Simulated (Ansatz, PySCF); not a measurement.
Torsion H4–O1–B2–Cl3 in BClH2O (SMILES OBCl); at each angle all else is relaxed with GFN2-xTB, and the levels are single points there.
Geometry at 0° (charge 0, multiplicity 1):
```xyz
5

O     -0.97514    -0.16210    -0.36717
B      0.16518     0.48566    -0.21450
Cl     1.00603     0.49444     1.30162
H     -1.34122    -0.63706     0.38310
H      0.60837     1.06274    -1.12930
```

On the grid 0° to 330°, 270° is the highest and 0° the lowest point at CCSD(T)/CBS(cc-pV(T+d)Z, cc-pV(Q+d)Z).

Correlated levels freeze the cores. CBS(a, b) extrapolates the correlation energy as X⁻³ and adds the Hartree–Fock energy of set b.

Run with Ansatz (Gaussian basis) for Hartree–Fock, density functionals and correlated methods; PySCF for the dispersion terms. 

PBE/def2-TZVPP gives 13.49 kcal/mol for the energy at 270° less that at 0°.

Question: Where do these levels fall relative to PBE: PBE-D3(BJ)/def2-TZVPP, r2SCAN/def2-TZVPP, PBE0/def2-TZVPP, wB97M-V/def2-TZVPP, MP2/CBS(cc-pV(T+d)Z, cc-pV(Q+d)Z), CCSD(T)/CBS(cc-pV(T+d)Z, cc-pV(Q+d)Z).

Answer: PBE-D3(BJ)/def2-TZVPP 0.05; r2SCAN/def2-TZVPP 0.04; PBE0/def2-TZVPP -0.03; wB97M-V/def2-TZVPP 0.02; MP2/CBS(cc-pV(T+d)Z, cc-pV(Q+d)Z) 0.41; CCSD(T)/CBS(cc-pV(T+d)Z, cc-pV(Q+d)Z) 0.56 kcal/mol. 5 of 6 lie above PBE; the widest gap is to CCSD(T)/CBS(cc-pV(T+d)Z, cc-pV(Q+d)Z).

Ansatz is a first-principles code.
